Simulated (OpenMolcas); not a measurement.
# Ag7+: input and output

Input:

```
&GATEWAY
Coord
1

Ag 0.0 0.0 0.0
Basis=ANO-RCC-MB
Group=XYZ
NoMove
AngMom=0.0 0.0 0.0
AMFI
RX2C
&SEWARD
&RASSCF
FileOrb=start.orb
Symmetry=1
Spin=5
nActEl=4 0 0
Inactive=9 9
Ras2=5 0
CIRoot=5 5 1
SDav=5
CIMx=300
Iter=120 100
PrWF=0.3
OrbListing=Nothing
MaxOrb=0
Atom
>>> COPY $Project.JobIph JOB001
&RASSCF
FileOrb=start.orb
Symmetry=1
Spin=3
nActEl=4 0 0
Inactive=9 9
Ras2=5 0
CIRoot=45 45 1
SDav=45
CIMx=300
Iter=120 100
PrWF=0.3
OrbListing=Nothing
MaxOrb=0
Atom
>>> COPY $Project.JobIph JOB002
&RASSCF
FileOrb=start.orb
Symmetry=1
Spin=1
nActEl=4 0 0
Inactive=9 9
Ras2=5 0
CIRoot=35 35 1
SDav=50
CIMx=300
Iter=120 100
PrWF=0.3
OrbListing=Nothing
MaxOrb=0
Atom
>>> COPY $Project.JobIph JOB003
&RASSI
NrOfJobIphs=3 5 45 35
1 2 3 4 5
1 2 3 4 5 6 7 8 9 10 11 12 13 14 15 16 17 18 19 20 21 22 23 24 25 26 27
28 29 30 31 32 33 34 35 36 37 38 39 40 41 42 43 44 45
1 2 3 4 5 6 7 8 9 10 11 12 13 14 15 16 17 18 19 20 21 22 23 24 25 26 27
28 29 30 31 32 33 34 35
IphNames
JOB001
JOB002
JOB003
EJob
SpinOrbit
DIPRint=1.0
SOCoupling=1000.0
Subsets=2
MEES
Property=10
'ANGMOM' 1 'ANGMOM' 2 'ANGMOM' 3 'MLTPL  1' 1 'MLTPL  1' 2 'MLTPL  1' 3
'AMFI' 1 'AMFI' 2 'AMFI' 3 'MLTPL  2' 6
SOProperty=3
'ANGMOM' 1 'ANGMOM' 2 'ANGMOM' 3
```

Launched by
```bash
OMP_NUM_THREADS=1 MOLCAS_MEM=2252 MOLCAS_PROJECT=a pymolcas a.inp > a.log  # once for each step of the input, in one work folder
```

A driver script runs the steps one by one and writes start.orb anew before each from the orbitals found so far.

Output, cut to the results:

```
--- SEWARD ---
Basis set label: AG.ANO-RCC...5S4P2D.

      Electronic valence basis set:
      ------------------
      Associated Effective Charge  47.000000 au
      Associated Actual Charge     47.000000 au
      Nuclear Model: Point charge

      Shell  nPrim  nBasis  Cartesian Spherical Contaminant
         s      21       5        X
         p      18       4        X
         d      13       2                 X
RX2C
                  Relativistic X2C integrals
                  Atomic mean-field integrals
--- RASSCF ---
Wave function specifications:
      -----------------------------

      Number of closed shell electrons          36
      Number of electrons in active shells       4
      Max number of holes in RAS1 space          0
      Max nr of electrons in RAS3 space          0
      Number of inactive orbitals               18
      Number of active orbitals                  5
      Number of secondary orbitals               4
      Spin quantum number                      2.0
      State symmetry                             1
Orbital specifications:
      -----------------------

      Symmetry species                           1   2
                                                ag  au
      Frozen orbitals                            0   0
      Inactive orbitals                          9   9
      Active orbitals                            5   0
      RAS1 orbitals                              0   0
      RAS2 orbitals                              5   0
      RAS3 orbitals                              0   0
      Secondary orbitals                         1   3
      Deleted orbitals                           0   0
      Number of basis functions                 15  12
      Number of CSFs                             5
      Number of root(s) required                 5
      Iter CI   SX   CI       RASSCF       Energy    max ROT     max BLB   max BLB  Level Ln srch  Step   QN
          iter iter root      energy       change     param      element    value   shift minimum  type update
 Nr of preliminary CI iterations:   1
      Total energies have been shifted. Add                -5000.00 au
        1   1    1    0  -298.23183086    0.00E+00   0.00E+00    9  15 1  1.64E-08   0.00   0.00    SX    NO
        2   1    1    0  -298.23183086   -8.19E-12   0.00E+00    9  15 1  1.64E-08   0.00   0.00    SX    NO
        3   1    1    0  -298.23183086   -9.09E-13   0.00E+00    9  15 1  1.64E-08   0.00   0.00    SX    NO
        4   1    1    0  -298.23183086    4.55E-12   0.00E+00    9  15 1  1.64E-08   0.00   0.00    SX    NO
      Convergence after  4 iterations
        5   1    1    0  -298.23183086   -4.55E-12   0.00E+00    9  15 1  1.64E-08   0.00   0.00    SX    NO
      Natural orbitals and occupation numbers for root  1
      sym 1:   1.000000   0.000000   1.000000   1.000000   1.000000
      Natural orbitals and occupation numbers for root  2
      sym 1:   1.000000   1.000000   1.000000   1.000000   0.000000
      Natural orbitals and occupation numbers for root  3
      sym 1:   1.000000   1.000000  -0.000000   1.000000   1.000000
::    RASSCF root number  1 Total energy:  -5298.23183086
::    RASSCF root number  2 Total energy:  -5298.23183086
::    RASSCF root number  3 Total energy:  -5298.23183086
::    RASSCF root number  4 Total energy:  -5298.23183086
::    RASSCF root number  5 Total energy:  -5298.23183086
--- RASSCF ---
Wave function specifications:
      -----------------------------

      Number of closed shell electrons          36
      Number of electrons in active shells       4
      Max number of holes in RAS1 space          0
      Max nr of electrons in RAS3 space          0
      Number of inactive orbitals               18
      Number of active orbitals                  5
      Number of secondary orbitals               4
      Spin quantum number                      1.0
      State symmetry                             1
Orbital specifications:
      -----------------------

      Symmetry species                           1   2
                                                ag  au
      Frozen orbitals                            0   0
      Inactive orbitals                          9   9
      Active orbitals                            5   0
      RAS1 orbitals                              0   0
      RAS2 orbitals                              5   0
      RAS3 orbitals                              0   0
      Secondary orbitals                         1   3
...
--- RASSI ---
SPIN-FREE ENERGIES:
  (Shifted by EMIN (a.u.) =      -5298.2318308614)

 SF State       Relative EMIN(au)   Rel lowest level(eV)    D:o, cm**(-1)      L_eff

     1             0.0000000000        0.0000000000              0.0000         2.0
     2             0.0000000000        0.0000000000              0.0000         2.0
     3             0.0000000000        0.0000000000              0.0000         2.0
     4             0.0000000000        0.0000000000              0.0000         2.0
     5             0.0000000000        0.0000000000              0.0000         2.0
     6             0.0842348835        2.2921479505          18487.4200         5.0
     7             0.0842348835        2.2921479505          18487.4200         5.0
     8             0.0842348835        2.2921479505          18487.4200         5.0
     9             0.0842348835        2.2921479505          18487.4200         5.0
    10             0.0842348835        2.2921479505          18487.4200         5.0
    11             0.0842348835        2.2921479505          18487.4200         5.0
    12             0.0842348835        2.2921479505          18487.4200         5.0
    13             0.0842348835        2.2921479505          18487.4200         5.0
    14             0.0842348835        2.2921479505          18487.4200         5.0
    15             0.0842348835        2.2921479505          18487.4200         5.0
    16             0.0842348835        2.2921479505          18487.4200         5.0
    17             0.0946439189        2.5753922333          20771.9392         1.0
    18             0.0946439189        2.5753922333          20771.9392         1.0
    19             0.0946439189        2.5753922333          20771.9392         1.0
    20             0.0968682453        2.6359192365          21260.1224         3.0
    21             0.0968682453        2.6359192365          21260.1224         3.0
...
```

Levels above the lowest, from the spin-orbit matrix, grouped by J:

```csv
Configuration,Term,J,E (cm⁻¹),g,Term weight %,Second
4d⁴,⁵D,0,0.0,,96,4 ³P(1)
4d⁴,⁵D,1,618,1.500,98,2 ³P(1)
4d⁴,⁵D,2,1627,1.499,99,
4d⁴,⁵D,3,2860,1.498,99,
4d⁴,⁵D,4,4228,1.496,98,2 ³F(1)
4d⁴,³P(1),0,18843,,91,5 ¹S
4d⁴,³H,4,19529,0.846,84,8 ³G
4d⁴,³H,5,20880,1.047,92,8 ³G
4d⁴,³P(1),1,21828,1.485,96,
4d⁴,³H,6,21970,1.160,95,5 ¹I
4d⁴,³F(1),3,22792,0.946,57,42 ³G
4d⁴,³F(1),2,23257,0.680,96,3 ¹D
4d⁴,³F(1),4,23804,1.161,66,19 ³G
4d⁴,³P(1),2,25801,1.479,93,6 ³D
4d⁴,³G,3,26433,0.894,57,42 ³F(1)
4d⁴,³G,4,26845,1.081,69,18 ³F(1)
4d⁴,³G,5,27788,1.187,92,8 ³H
4d⁴,¹I,6,31265,1.008,95,5 ³H
4d⁴,³D,3,32266,1.324,96,
4d⁴,³D,2,32702,1.163,84,8 ¹D
4d⁴,³D,1,33381,0.518,98,
4d⁴,¹G,4,34146,1.020,82,10 ³F(1)
4d⁴,¹S,0,38166,,93,5 ³P(1)
4d⁴,¹D,2,40202,1.017,86,8 ³D
```

Without dynamic correlation excited terms often stand tens of per cent too high (terms of higher spin than the ground term too low), and those without a measured partner can miss by more than the paired ones. The basis is small and was not contracted for so high a charge. Only configurations of the active space appear. The first state left out of the spin-orbit step lies near 56000 cm-1 above the lowest spin-free state of the reference (among the parities and spins computed), and the list stops at four fifths of that energy or lower.

The term weight is that of the spin-free term in the level, not the purity of its configuration. A number in round brackets counts repeated terms of one configuration in the order of the reference energies.
